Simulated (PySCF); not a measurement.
**SMILES CC(=O)CC(Cl)Cl, C4H6Cl2O**

Molfile (atoms numbered from 1):
```
C4H6Cl2O
     RDKit          3D

 13 12  0  0  0  0  0  0  0  0999 V2000
   -1.9002    0.4888   -0.0708 C   0  0  0  0  0  0  0  0  0  0  0  0
   -0.7722   -0.2424   -0.7382 C   0  0  0  0  0  0  0  0  0  0  0  0
   -0.9131   -1.2420   -1.3884 O   0  0  0  0  0  0  0  0  0  0  0  0
    0.5989    0.4050   -0.5353 C   0  0  0  0  0  0  0  0  0  0  0  0
    1.6776   -0.6537   -0.4079 C   0  0  0  0  0  0  0  0  0  0  0  0
    1.3280   -1.6986    0.9939 Cl  0  0  0  0  0  0  0  0  0  0  0  0
    3.2697    0.1023   -0.1723 Cl  0  0  0  0  0  0  0  0  0  0  0  0
   -1.8426    1.5533   -0.2845 H   0  0  0  0  0  0  0  0  0  0  0  0
   -1.8121    0.3531    1.0061 H   0  0  0  0  0  0  0  0  0  0  0  0
   -2.8562    0.0921   -0.4015 H   0  0  0  0  0  0  0  0  0  0  0  0
    0.5958    1.0438    0.3479 H   0  0  0  0  0  0  0  0  0  0  0  0
    0.8120    1.0234   -1.4114 H   0  0  0  0  0  0  0  0  0  0  0  0
    1.7295   -1.2991   -1.2861 H   0  0  0  0  0  0  0  0  0  0  0  0
  1  2  1  0
  2  3  2  0
  2  4  1  0
  4  5  1  0
  5  6  1  0
  5  7  1  0
  1  8  1  0
  1  9  1  0
  1 10  1  0
  4 11  1  0
  4 12  1  0
  5 13  1  0
M  END
```

The calculation used GIAO BHandHLYP/pcSseg-1 magnetisability, rotational g tensor and spin-rotation constants, non-relativistic, gas phase in PySCF. Geometry: GFN2-xTB, dihedral held. The dihedral C2–C4–C5–Cl7 is held at 180°.

**Question.** What are the magnetisability and the molar susceptibility?

**Answer.** Isotropic -1289 × 10⁻³⁰ J/T², or -77.6 × 10⁻⁶ cm³/mol; principal values -1443, -1353, -1069 × 10⁻³⁰ J/T², anisotropy 338 × 10⁻³⁰ J/T² (root of half the summed squared differences of the principal values). The susceptibility is in cgs units.

**Question.** Split it along the inertial axes a, b, c into diamagnetic and paramagnetic parts about the centre of mass, with the quadrupole moment.

**Answer.** 
```tsv
axis	χ (10⁻⁶ cm³/mol)	diamagnetic (10⁻⁶ cm³/mol)	paramagnetic (10⁻⁶ cm³/mol)	summed x² of all electrons (Å²)	quadrupole Θ (D Å)
a	-81.4	-503.6	422.2	239.4	-2.31
b	-83.9	-1187.0	1103.1	78.3	+2.23
c	-67.5	-1348.2	1280.7	40.4	+0.08
```
Anisotropies 2χaa − χbb − χcc = -11.5 and 2χbb − χaa − χcc = -18.9 × 10⁻⁶ cm³/mol. Θ is traceless in Buckingham's convention.

**Question.** And the rotational g tensor?

**Answer.** 
```tsv
axis	rotational constant (GHz)	g	nuclear part	electronic part
a	2.8491	-0.0236	0.5416	-0.5651
b	1.0582	-0.0088	0.5396	-0.5484
c	0.9044	-0.0140	0.5301	-0.5441
```
Asymmetric top; isotopes 12C, 35Cl, 1H, 16O; no vibrational averaging.
